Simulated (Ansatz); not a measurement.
MBr3 with several metals: revPBE-D4/def2-TZVP single points in Ansatz on relaxed structures, gas phase. Core potentials for La, Y, no spin–orbit coupling. HOMO and LUMO are taken over both spins. The structures are stationary points that may keep the symmetry of their start. Remarks come from the PBE and PBE0 runs and from stability tests at other levels; not every state was tested.

```tsv
species	atoms	state	geometry	HOMO (eV)	LUMO (eV)	gap (eV)	lowest of the spins relaxed	point group (within 0.1 Å)	remarks
LaBr3	4	singlet	PBE0-D4/def2-SVP	-7.06	-3.47	3.59	–	C3v	–
YBr3	4	singlet	r2SCAN-D4/def2-SVP	-7.20	-3.57	3.63	–	D3h	–
FeBr3	4	sextet	r2SCAN-D4/def2-SVP	-6.88	-5.97	0.91	sextet, of quartet/sextet	D3h	spin-contaminated (⟨S²⟩ up to 2.38) (doublet), spin-contaminated (⟨S²⟩ up to 4.07) (quartet)
```

Problem. Estimate the rows for ScBr3 (singlet, PBE0-D4/def2-SVP geometry).

Solution. 
| species | atoms | state | geometry | HOMO (eV) | LUMO (eV) | gap (eV) | lowest of the spins relaxed | point group (within 0.1 Å) |
| --- | --- | --- | --- | --- | --- | --- | --- | --- |
| ScBr3 | 4 | singlet | PBE0-D4/def2-SVP | -7.27 | -4.04 | 3.23 | – | D3h |

The gap (eV) runs from 0.91 (FeBr3) to 3.63 (YBr3).
